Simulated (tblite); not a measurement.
Write Cartesian coordinates for `C#C[SiH2]/C(=C\C#N)C(=C)C` as optimised with GFN2-xTB.

```xyz
19
C8H9NSi angstrom
C     -0.525   -2.939    1.578
C      0.021   -1.872    1.480
Si     0.879   -0.243    1.296
C      0.554    0.316   -0.496
C      1.454    0.098   -1.471
C      2.695   -0.524   -1.274
N      3.720   -1.028   -1.151
C     -0.706    0.989   -0.821
C     -0.733    2.075   -1.589
C     -1.948    0.410   -0.213
H     -1.001   -3.874    1.669
H      2.313   -0.397    1.527
H      0.276    0.740    2.206
H      1.255    0.383   -2.499
H      0.165    2.510   -1.994
H     -1.654    2.585   -1.815
H     -1.992   -0.663   -0.390
H     -1.949    0.564    0.866
H     -2.834    0.879   -0.632
```

Any rigid rotation of these coordinates is as good. Atoms count from 1 in this order. The 6 C–C bonds span 1.202 Å (C1≡C2, drawn triple) to 1.499 Å (C8–C10, drawn single), a spread of 0.297 Å. Si3 (SiH2 silicon) is distorted tetrahedral (angles from 105.8° to 112.1°). The C–Si distances run from 1.851 Å (C2–Si3, drawn single) to 1.905 Å (Si3–C4, drawn single), a spread of 0.054 Å. Of the pairs four or more bonds apart, Si3···H18 is among the closest relative to their van der Waals radii: 2.97 Å, 90 % of the sum of Bondi's values.

Bonds between heavy atoms (Å): C1≡C2 1.202, C2–Si3 1.851, Si3–C4 1.905, C4=C5 1.344, C5–C6 1.402, C6≡N7 1.149, C4–C8 1.466, C8=C9 1.330, C8–C10 1.499.

Computed geometry: GFN2-xTB, gas phase.

Point group: C1 (no symmetry element, even within 0.4 Å). Its GFN2-xTB frequencies are all real (lowest 28 cm⁻¹). One conformer, not necessarily the lowest (C2–Si3–C4–C5 -97°, Si3–C4–C8–C9 136°).
